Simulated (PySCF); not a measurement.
## Computed structure and properties of PbH4

System: PbH4 (singlet); start: template (Td). Method: PySCF 2.14.0, RKS PBE0, Pb def2-SVP with ECP60, H def2-SVP; non-relativistic Hamiltonian with scalar-relativistic core potentials where named; density fitting; no spin-orbit coupling.

Input of the relaxation:

```python
mol = gto.M(atom='''
Pb     0.00000    -0.00000     0.00000
H      1.10850     1.10850     1.10850
H     -1.10850    -1.10850     1.10850
H      1.10850    -1.10850    -1.10850
H     -1.10850     1.10850    -1.10850''',
    basis={'Pb': 'def2-SVP', 'H': 'def2-SVP'},
    ecp={'Pb': 'def2-SVP'},
    charge=0, spin=0)
mf = dft.RKS(mol, xc='PBE0')
mf.grids.atom_grid = (50, 194)
mf = mf.density_fit()  # fitting sets: Pb def2-universal-JKFIT, H def2-universal-JKFIT
mf.conv_tol = 1e-08; mf.max_cycle = 55
mf.kernel(dm0)  # dm0: converged density of the start geometry
# quasi-Newton relaxation in Cartesian coordinates to a largest gradient under 0.00045 Eh/bohr, steps kept in the point group
```

Run from Python with OMP_NUM_THREADS=2; the lines above give its settings. Where DIIS fails, smearing, a level shift and second-order steps follow.
It took 3 s on 2 threads of Arm Neoverse V2, with other jobs on the host, from the converged density of the start.

Course of the relaxation:

```json
{"step": "0", "energy above end (eV)": "0.5366", "largest force component within the symmetry (eV/Å)": "0.848"}
{"step": "1", "energy above end (eV)": "0.1369", "largest force component within the symmetry (eV/Å)": "0.482"}
{"step": "2", "energy above end (eV)": "0.0099", "largest force component within the symmetry (eV/Å)": "0.149"}
{"step": "3", "energy above end (eV)": "0.0003", "largest force component within the symmetry (eV/Å)": "0.023"}
{"step": "4", "energy above end (eV)": "0.0000", "largest force component within the symmetry (eV/Å)": "0.001"}
```

Relaxed geometry (Td):

```xyz
5

Pb    0.0000    0.0000    0.0000
H     1.0146    1.0146    1.0146
H    -1.0146   -1.0146    1.0146
H     1.0146   -1.0146   -1.0146
H    -1.0146    1.0146   -1.0146
```

| contact | Å |
| --- | --- |
| Pb1–H2 (H) | 1.757 |
| Pb1–H3 (H) | 1.757 |
| Pb1–H4 (H) | 1.757 |
| Pb1–H5 (H) | 1.757 |

On the finer grid (75, 302):

```
HOMO                                                          : -8.86 eV
LUMO                                                          : -0.08 eV
Dipole about the centre of mass                               : 0.00 D
Set of Mulliken populations of Pb1 outside the core potential : s 3.45, p 8.29, d 10.04
D3(BJ) dispersion energy (not in the energies)                : -0.048 eV
```

```json
{"atom": "Pb1", "Mulliken (e)": "0.22", "Löwdin (e)": "0.26", "spin (e)": "0.00"}
{"atom": "H2", "Mulliken (e)": "-0.06", "Löwdin (e)": "-0.06", "spin (e)": "0.00"}
{"atom": "H3", "Mulliken (e)": "-0.06", "Löwdin (e)": "-0.06", "spin (e)": "0.00"}
{"atom": "H4", "Mulliken (e)": "-0.06", "Löwdin (e)": "-0.06", "spin (e)": "0.00"}
{"atom": "H5", "Mulliken (e)": "-0.06", "Löwdin (e)": "-0.06", "spin (e)": "0.00"}
```

On the grid (50, 194), as all that follows. Harmonic modes: a minimum; lowest 632 cm⁻¹ (negative: unstable), highest 1873 cm⁻¹, zero-point energy 0.669 eV.

Taking off one H (charge -1, singlet; the rest: singlet) in vacuum, both parts rigid, costs 11.79 eV; the small basis without counterpoise inflates it. Most of it is the attraction of opposite charges; other ways to part are cheaper, and one spin state was tried for the rest.

Rigid scan of H along the line from its metal:

(distance to H2 (Å), energy (eV)): (1.46, 0.887), (1.56, 0.338), (1.66, 0.073), (1.76, 0.000), (1.86, 0.057), (1.96, 0.200), (2.16, 0.632), (2.46, 1.405), (2.86, 2.376), (3.36, 3.314)

One start shape was tried, so this needn't be the lowest isomer.
